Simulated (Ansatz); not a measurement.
Calculated with Ansatz (gas phase, PBE0-D4/def2-TZVP geometries, no zero-point term in ΔE). CBS: MP2 limit from def2 TZ/QZ plus the TZ coupled-cluster correction, frozen cores. DFT in def2-TZVPP. B3LYP here is the variant with VWN-RPA as its local correlation; programs differ in this. Elements past krypton have def2 core potentials. For Sn outer-core shells are correlated without core-valence functions, which leaves a few kJ/mol of doubt a bond. Each species was taken in one conformer, which may not be the lowest.

Consider the formal exchange of groups at the Si–Sn bond: `[CH3][AlH][SiH2][SnH3]` + CH₃NH₂ → `[CH3][AlH][SiH3]` + `C[NH][SnH3]`.

| level | ΔE (kcal/mol) | difference from CCSD(T)/CBS |
| --- | --- | --- |
| B3LYP-D4 | 12.2 | -0.1 |
| B2PLYP | 11.7 | -0.6 |
| PBE | 14.5 | 2.2 |
| r2SCAN | 13.3 | 1.0 |
| PBE0 | 14.9 | 2.6 |
| HF/def2-TZVPP | 10.7 | -1.6 |
| SCS-MP2/def2-TZVPP | 10.4 | -1.9 |
| CCSD(T)/def2-TZVPP | 11.8 | -0.5 |
| SCS-MP2/def2-QZVPP | 10.6 | -1.7 |
| MP2/CBS(def2) | 12.2 | -0.1 |
| CCSD(T)/CBS | 12.3 | 0 |

Largest T1 diagnostic among the species: 0.013.

In def2-TZVPP, CCSD(T) changes the Hartree–Fock value by +1.1 kcal/mol (the triples alone add −0.0 kcal/mol) and MP2 by +1.0 kcal/mol.
